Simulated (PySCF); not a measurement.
An unknown is described by computed data only.

Formula: CH10F3PSi4.

| Property | Result |
| --- | --- |
| 1H NMR | chemical shifts (computed TMS as zero) by class: 4.29 (1 H), 4.25 (1 H), 4.24 (1 H), 4.24 (1 H), 3.71 (3 H), 3.43 (1 H), 1.20 (2 H) ppm [GIAO PBE0/pcSseg-1] |
| 13C NMR | chemical shifts (computed TMS as zero) by class: 142.6 (1 C) ppm [GIAO PBE0/pcSseg-1] |
| NMR, other nuclei | isotropic shieldings of nuclei other than C and H, by class: 237 (3 F), 413 (1 Si), 432 (1 Si), 461 (1 Si), 490 (1 Si), 624 (1 P) ppm [GIAO PBE0/pcSseg-1] |
| Dipole | 2.50 D [PBE0/pcSseg-1] |
| Rotational structure | rotational constants A, B, C: 0.789, 0.470, 0.403 GHz [GFN2-xTB] |

Gas-phase values; electronic properties from PySCF, density fitting. Levels stand in brackets. One conformer (not necessarily the lowest) at the GFN2-xTB geometry, without solvent, vibrations or thermal averaging. NMR classes are plain means over equivalent atoms (diastereotopic ones count apart unless rotation or inversion swaps them), as if these changed places fast.

Question: What is the compound? Reason from the data.

Answer: Numbering: `[F:1][C:2]([F:3])([F:4])[SiH2:5][Si@H:6]([SiH3:7])[SiH2:8][PH2:9]`. The one carbon: CF3 carbon [C2] (142.6 ppm). Hydrogen classes from least to most shielded: 1 H on an SiH2 silicon, Si5 (4.29 ppm), 1 H on an SiH2 silicon, Si8 (4.25 ppm), 1 H on an SiH2 silicon, Si5 (4.24 ppm), 1 H on an SiH2 silicon, Si8 (4.24 ppm), 3 H on an SiH3 silicon, Si7 (3.71 ppm), 1 H on an SiH silicon, Si6 (3.43 ppm), 2 H on a three-coordinate phosphorus, P9 (1.20 ppm). The other shieldings belong to: 237 ppm, fluorine of a CF3 group [F1/F3/F4]; 413 ppm, SiH2 silicon [Si5]; 432 ppm, SiH2 silicon [Si8]; 461 ppm, SiH3 silicon [Si7]; 490 ppm, SiH silicon [Si6]; 624 ppm, three-coordinate phosphorus [P9]. The optimised geometry has point group C1 and is an asymmetric top. Structure: `FC(F)(F)[SiH2][Si@H]([SiH3])[SiH2]P`. Computed isomers that give other values at the same levels: `F[Si](F)(F)[SiH2][C@H]([SiH3])[SiH2]P` (13C chemical shifts (computed TMS as zero) by class: -20.4 (1 C) ppm). The assignments are read from this structure; whether some other isomer fits the data as well wasn't checked. The mirror image fits equally.

The values belong to the conformer `[F:1][C:2]([F:3])([F:4])[SiH2:5][Si@H:6]([SiH3:7])[SiH2:8][PH2:9]`: F1–C2–Si5–Si6 -65°, C2–Si5–Si6–Si7 44°, Si5–Si6–Si8–P9 81°, H–P9–Si8–Si6 38°, H–P9–Si8–Si6 -55°.
